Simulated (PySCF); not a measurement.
Members of one series of related molecules.

All values: PBE0/pcSseg-1 (PySCF) at GFN2-xTB geometries, gas phase, one conformer each.

Question: Rank by the lowest IAO charge on any atom, highest value first.
A. `Fc1nncn1C1CC1`
B. `CCc1nncn1C1CC1`
C. `Clc1nncn1C1CCCC1`

Answer: C (-0.275 e), A (-0.295 e), B (-0.412 e).

Question: Rank by the highest Hirshfeld charge on any atom, highest value first.
A. `Fc1nncn1C1CC1`
B. `CCc1nncn1C1CC1`
C. `O=Cc1nncn1C1CC1`

Answer: A (+0.169 e), C (+0.120 e), B (+0.090 e).

Question: Rank by HOMO–LUMO gap, highest first.
A. `CCc1nncn1C1CC1`
B. `O=Cc1nncn1C1CC1`
C. `Fc1nncn1C1CC1`
D. `C1(n2c(nnc2)Cl)CC1`

Answer: C (7.68 eV), D (7.45 eV), A (7.21 eV), B (5.56 eV).

All values together:

| SMILES | change | formula | μ (D) | HOMO (eV) | LUMO (eV) | lowest IAO charge (e) | highest IAO charge (e) | lowest Hirshfeld charge (e) | highest Hirshfeld charge (e) |
| --- | --- | --- | --- | --- | --- | --- | --- | --- | --- |
| Clc1nncn1C1CC1 | parent | C5H6ClN3 | 6.28 | -7.50 | -0.04 | -0.294 (C) | +0.173 (H) | -0.170 (N) | +0.086 (C) |
| CCc1nncn1C1CC1 | Cl replaced by C2H5 | C7H11N3 | 6.32 | -6.94 | 0.28 | -0.412 (C) | +0.173 (C) | -0.172 (N) | +0.090 (C) |
| O=Cc1nncn1C1CC1 | Cl replaced by CHO | C6H7N3O | 4.52 | -7.62 | -2.06 | -0.404 (O) | +0.233 (C) | -0.218 (O) | +0.120 (C) |
| Clc1nncn1C1CCCC1 | cPr replaced by cPent | C7H10ClN3 | 6.57 | -7.41 | 0.12 | -0.275 (C) | +0.171 (H) | -0.173 (N) | +0.085 (C) |
| Fc1nncn1C1CC1 | Cl replaced by F | C5H6FN3 | 6.38 | -7.53 | 0.16 | -0.295 (C) | +0.445 (C) | -0.182 (N) | +0.169 (C) |
| CC[C@H](C)n1cnnc1Cl | cPr replaced by sBu | C6H10ClN3 | 6.30 | -7.44 | 0.15 | -0.424 (C) | +0.173 (H) | -0.172 (N) | +0.088 (C) |

Conformers: `[Cl:1][c:2]1[n:3][n:4][cH:5][n:6]1[CH:7]1[CH2:8][CH2:9]1` with C5–N6–C7–C8 35°; `[CH3:1][CH2:2][c:3]1[n:4][n:5][cH:6][n:7]1[CH:8]1[CH2:9][CH2:10]1` with C1–C2–C3–N4 96°, C6–N7–C8–C9 43°; `[O:1]=[CH:2][c:3]1[n:4][n:5][cH:6][n:7]1[CH:8]1[CH2:9][CH2:10]1` with O1–C2–C3–N4 -178°, C6–N7–C8–C9 -77°; `[Cl:1][c:2]1[n:3][n:4][cH:5][n:6]1[CH:7]1[CH2:8][CH2:9][CH2:10][CH2:11]1` with C5–N6–C7–C8 52°, N6–C7–C8–C9 -111°, C7–C8–C9–C10 -32°, C8–C9–C10–C11 42°, C9–C10–C11–C7 -35°; `[F:1][c:2]1[n:3][n:4][cH:5][n:6]1[CH:7]1[CH2:8][CH2:9]1` with C5–N6–C7–C8 35°; `[CH3:1][CH2:2][C@H:3]([CH3:4])[n:5]1[cH:6][n:7][n:8][c:9]1[Cl:10]` with C1–C2–C3–C4 -176°, C2–C3–N5–C6 62°.

Question: Give the shifts from the parent, `Clc1nncn1C1CC1`.

Answer: 
```tsv
SMILES	change in μ (D)	change in HOMO (eV)	change in LUMO (eV)
CCc1nncn1C1CC1	+0.04	+0.56	+0.32
O=Cc1nncn1C1CC1	-1.76	-0.12	-2.02
Clc1nncn1C1CCCC1	+0.29	+0.09	+0.16
Fc1nncn1C1CC1	+0.10	-0.03	+0.20
CC[C@H](C)n1cnnc1Cl	+0.02	+0.06	+0.19
```
